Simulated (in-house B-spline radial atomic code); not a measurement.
A fraction x of an electron is moved 3d → 4d in Ge⁺, starting from [Ar] 3d10 4s2 4p1 and keeping the highest spin. All numbers are computed (scalar-relativistic (X2C) BHandHLYP, spin-polarised, spherical fractional occupations; Fermi nucleus of rms radius 4.0742 fm) with a B-spline radial code for spherical atoms, not measured.

Caution: exact exchange at fractional occupations of open shells leaves self-interaction of up to several eV.

| x | E(x) - E(0) (eV) | 3d down level (eV) | 4d up level (eV) |
| --- | --- | --- | --- |
| 0 | 0.0000 | -46.059 | - |
| 0.125 | 5.5482 | -47.571 | -2.563 |
| 0.25 | ? | ? | ? |
| 0.375 | ? | ? | ? |
| 0.5 | 23.1187 | -51.924 | -3.253 |
| 0.625 | 29.2765 | -53.322 | -3.473 |
| 0.75 | 35.5801 | -54.697 | -3.692 |
| 0.875 | 42.0268 | -56.049 | -3.910 |
| 1 | 48.6139 | -57.380 | -4.128 |

Task: What belongs in the row x = 0.25?

Result: An energy change of 11.2519 eV; 3d down at -49.051 eV, 4d up at -2.802 eV.

Task: What belongs in the row x = 0.375?

Result: An energy change of 17.1096 eV; 3d down at -50.501 eV, 4d up at -3.030 eV.

Task: Check Janak's theorem between x = 0.5 and 0.625.

Result: The slope of the energy is 49.26 eV; the orbital levels give 49.26 eV (ε of the receiving orbital less ε of the emptying one, averaged over the two points).
